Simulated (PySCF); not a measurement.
C2H7NZn, SMILES C[CH2][Zn][NH2]. Atoms are numbered in the order given.

```xyz
11

Zn    -0.1346     0.1823     0.4123
C      0.8651    -1.1516    -0.6099
C      0.7576    -1.0252    -2.1359
H      0.5211    -2.1503    -0.2856
H      1.9229    -1.0911    -0.2966
H      1.1288    -0.0516    -2.4974
H     -0.2838    -1.1190    -2.4864
H      1.3423    -1.8043    -2.6580
N     -1.1150     1.4907     1.2464
H     -0.6067     2.1778     1.8029
H     -1.9165     1.1957     1.8038
```
Charge 0, spin multiplicity 1.

Geometry: B3LYP-D3(BJ)/def2-SVP. The structure was generated by enumeration; whether it is a known compound was not checked. The values are those of a single conformer.

Method: PySCF with PBE/pcSseg-1.

GIAO shieldings, no solvent; atoms alike by connectivity are averaged. δ = σ(ref) − σ: ¹³C against TMS (σ = 182.0 ppm); ¹H against TMS (σ = 31.49 ppm); ¹⁵N against NH3 (σ = 267.0 ppm), references at their B3LYP-D3(BJ)/def2-TZVP geometries, non-relativistic.

```json
[
 {"nucleus": "¹³C", "atoms": "C3", "count": "1", "δ (ppm)": "16.1"},
 {"nucleus": "¹³C", "atoms": "C2", "count": "1", "δ (ppm)": "7.4"},
 {"nucleus": "¹H", "atoms": "H6, H7, H8", "count": "3", "δ (ppm)": "1.64"},
 {"nucleus": "¹H", "atoms": "H4, H5", "count": "2", "δ (ppm)": "1.00"},
 {"nucleus": "¹H", "atoms": "H10, H11", "count": "2", "δ (ppm)": "-0.34"},
 {"nucleus": "¹⁵N", "atoms": "N9", "count": "1", "δ (ppm)": "-0.4"}
]
```
